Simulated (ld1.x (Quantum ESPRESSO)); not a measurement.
## Building the RRKJ potential for chlorine (PBE, scalar-relativistic).

Cl, norm-conserving RRKJ (Kleinman–Bylander form), made with ld1.x (Quantum ESPRESSO) 7.5 (PBE, scalar-relativistic). Core [Ne], reference 3s2 3p5. Waves: 3p (bound): rc 1.10 bohr; 3d channel at 0.15 Ry: rc 0.95 bohr; 3s (bound): rc 1.20 bohr. Local part: the s channel. Core correction: none. rho0 = 0.02.

All-electron outer shells of the reference configuration (PBE, scalar-relativistic, ld1.x):

```
shell  level (eV)  outermost node (bohr)  outermost maximum (bohr)
   2s     -252.70                   0.12                      0.36
   2p     -191.63                      –                      0.30
   3s      -20.69                   0.55                      1.29
   3p       -8.59                   0.53                      1.43
```

Does the generator finish with these settings?

Yes, a potential is produced and its reference levels are reproduced.

Estimate the cutoffs (Ry, on a coarse ladder) from which the occupation-weighted sum of valence levels, in a spherical-Bessel basis at the reference potential, stays within 10 and 1 mRy of its value at 400 Ry.

80 Ry and 110 Ry.

What does a ghost test show?

No extra level below or beside the all-electron valence levels (p, d, s, f tested).

Which valence shell sets the plane-wave cutoff?

3p: its level needs 90 Ry to come within 1 mRy, against 70 Ry for 3s.

Tests: 3s2 3p4; 3s2 3p3; 3s2 3p2; 3s1 3p5; 3s1 3p6; 3s2 3p4.5; 3s2 3p5.3. Which has the largest error in its energy relative to the reference configuration, and how large is it?

3s2 3p2, with +63 meV (all-electron minus pseudo) on +77.63 eV.
